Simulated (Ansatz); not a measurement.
CHO (SMILES [CH]=O), charge 0, multiplicity 2, relaxed at each level with Ansatz (an electronic-structure program); harmonic frequencies from differences of analytic forces, average atomic masses, frozen cores. Open shells are unrestricted.

**Question.** Give the equilibrium geometry, the harmonic frequencies and the zero-point energy at CCSD(T)/cc-pVDZ.

**Answer.** 
(charge 0, multiplicity 2):
```xyz
3

C     -0.498     0.318     0.000
O      0.571    -0.206     0.000
H     -1.487    -0.251     0.000
```
Frequencies (cm⁻¹): 1118, 1889, 2644. Zero-point energy 8.08 kcal/mol.

**Question.** Give the equilibrium geometry, the harmonic frequencies and the zero-point energy at CCSD(T)/cc-pVTZ.

**Answer.** 
(charge 0, multiplicity 2):
```
atom    x (Å)    y (Å)   z (Å)
----  -------  -------  ------
C     -0.5021   0.3112  0.0000
O      0.5623  -0.2035  0.0000
H     -1.4745  -0.2463  0.0000
```
Frequencies (cm⁻¹): 1124, 1892, 2691. Zero-point energy 8.16 kcal/mol.
